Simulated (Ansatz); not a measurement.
Reaction (redistribution): `[NH2][AlH][CH2][GeH3]` + `[SiH3]CC=S` → `[NH2][AlH][CH]=S` + `[SiH3]C[CH2][GeH3]`

Computed with Ansatz on PBE0-D4/def2-TZVP structures; ΔE is electronic, products minus reactants. CBS: MP2 limit from def2 TZ/QZ plus the TZ coupled-cluster correction, frozen cores. DFT in def2-TZVPP. B3LYP here is the variant with VWN-RPA as its local correlation; programs differ in this. For Ge outer-core shells are correlated without core-valence functions, which leaves a few kJ/mol of doubt a bond. Scalar relativity is left out up to krypton. Each species was taken in one conformer, which may not be the lowest.

(1) Is it downhill or uphill in electronic energy at CCSD(T)/CBS, and by how much? (Estimate.)

(2) What do these levels give: PBE-D4, PBE0-D4, B3LYP-D4, B2PLYP, PBE, r2SCAN, HF/def2-TZVPP, SCS-MP2/def2-TZVPP, CCSD/def2-TZVPP, HF/def2-QZVPP, SCS-MP2/def2-QZVPP, MP2/CBS(def2)? (Best estimate.)

Largest T1 diagnostic among the species: 0.016.

Results:

(1) The calculation gave: Uphill: ΔE = +9.9 kcal/mol.

(2) The calculation gave: PBE-D4 11.9, PBE0-D4 12.0, B3LYP-D4 10.9, B2PLYP 10.8, PBE 11.8, r2SCAN 12.8, HF/def2-TZVPP 10.0, SCS-MP2/def2-TZVPP 10.1, CCSD/def2-TZVPP 9.6, HF/def2-QZVPP 10.0, SCS-MP2/def2-QZVPP 10.1, MP2/CBS(def2) 11.3 kcal/mol.
